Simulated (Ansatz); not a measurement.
Geometry optimisation, RKS r2SCAN-D4/6-31G* (Ansatz).

Input:

```yaml
crystal:
  periodic: [false, false, false]
  atoms:
    - { symbol: B, position_ang: [-0.001012, -0.354473, -0.004039] }
    - { symbol: O, position_ang: [-0.178134, -0.404808, 1.3813] }
    - { symbol: H, position_ang: [-1.124715, -0.39165, 1.589685] }
    - { symbol: C, position_ang: [1.477378, -0.466671, -0.52626] }
    - { symbol: H, position_ang: [1.639221, -1.453758, -0.98884] }
    - { symbol: H, position_ang: [1.668196, 0.279519, -1.307312] }
    - { symbol: H, position_ang: [2.223592, -0.347559, 0.268507] }
    - { symbol: C, position_ang: [-1.265925, -0.355422, -0.958361] }
    - { symbol: H, position_ang: [-1.659029, -1.381965, -1.079514] }
    - { symbol: H, position_ang: [-2.097981, 0.251971, -0.564433] }
    - { symbol: H, position_ang: [-1.031861, 0.016154, -1.964701] }
    - { symbol: "N", position_ang: [0.293526, 2.342137, 0.416041] }
    - { symbol: H, position_ang: [1.20804, 2.727398, 0.651963] }
    - { symbol: C, position_ang: [-0.653059, 3.410413, 0.1038] }
    - { symbol: H, position_ang: [-1.595428, 2.964201, -0.241755] }
    - { symbol: H, position_ang: [-0.890123, 4.102197, 0.934228] }
    - { symbol: H, position_ang: [-0.255663, 4.009619, -0.724801] }
    - { symbol: H, position_ang: [-0.005023, 1.800096, 1.249093] }
basis:
  gaussian: { orbitals: "6-31G*" }
hamiltonian:
  xc: r2scan
  dispersion: d4
relax:
  f_tol: 0.03
  max_steps: 50
output:
  orbitals: {}
```

Launched with:

```bash
$ ansatz run input.yaml --threads 4 --pin off --max-ram 5120MiB --backend cpu --events-out ev --progress --plain --runs-dir out
```

Where does it end, and by what steps?

The forces met the threshold. After 24 steps the energy has fallen by 0.409 eV; H17 moved furthest, 1.76 Å. Joined: B1–N12 (2.74 → 1.74 Å).

```tsv
step	energy less start (eV)	largest force component (eV/Å)	accepted
0	0.0000	0.601	yes
1	-0.0252	0.621	yes
2	-0.0538	0.377	yes
3	-0.0848	0.347	yes
4	-0.1186	0.458	yes
5	-0.1785	0.509	yes
6	-0.2695	0.355	yes
7	-0.2553	0.930	no
8	-0.2933	0.142	yes
9	-0.2873	0.805	no
10	-0.3020	0.067	yes
11	-0.3038	0.037	yes
12	-0.3069	0.057	yes
13	-0.3122	0.161	yes
14	-0.3172	0.434	yes
15	-0.3328	0.254	yes
16	-0.3574	0.232	yes
17	-0.3703	0.493	yes
18	-0.3893	0.277	yes
19	-0.3981	0.321	yes
20	-0.4050	0.161	yes
21	-0.4071	0.120	yes
22	-0.4080	0.061	yes
23	-0.4087	0.050	yes
24	-0.4089	0.022	yes
```

```xyz
18
Properties=species:S:1:pos:R:3
B -0.018 0.282 0.018
O -0.569 -0.041 1.317
H -1.528 -0.134 1.239
C 1.458 -0.341 -0.185
H 1.385 -1.430 -0.314
H 1.992 0.041 -1.070
H 2.110 -0.182 0.690
C -1.029 0.126 -1.235
H -1.191 -0.941 -1.445
H -2.029 0.561 -1.067
H -0.646 0.563 -2.171
N 0.318 1.984 0.156
H 0.803 2.313 -0.681
C -0.850 2.834 0.457
H -1.362 2.380 1.309
H -0.563 3.864 0.697
H -1.519 2.831 -0.407
H 0.987 2.038 0.925
```

The run took 59 s on 4 threads of Arm Neoverse V2 (shared host), peak memory 0.21 GiB.
